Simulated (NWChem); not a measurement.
CH4AlFSe; SMILES [CH3][Al]([SeH])[F]

```xyz
8

Al     0.0162    -0.9519    -0.1042
F      1.5095    -1.6399    -0.3896
C     -1.5580    -2.0797    -0.0248
H     -1.6812    -2.6271    -0.9739
H     -2.4846    -1.5187     0.1687
H     -1.4436    -2.8360     0.7693
Se     0.0770     1.3417     0.1616
H     -1.3802     1.3918     0.3659
```
Atoms are numbered in this order, from 1.

Computed with NWChem. Pople sets run with spherical d functions. Geometry: optimised at PBE0/def2-SVP. Vzz is the largest principal value of the second derivative of the potential at the nucleus (NWChem prints the opposite sign); η is the asymmetry. Non-relativistic.

For level PBE0/def2-TZVP:

```
Quantity        Result
--------------  ------
Vzz Al1 (a.u.)   1.054
Vzz Se7 (a.u.)   3.393
η Se7             0.80
```

Problem. Estimate the same quantities for level Hartree-Fock/6-31G*.

Solution. 
- Vzz Al1 (a.u.): 0.888
- Vzz Se7 (a.u.): 3.499
- η Se7: 0.67
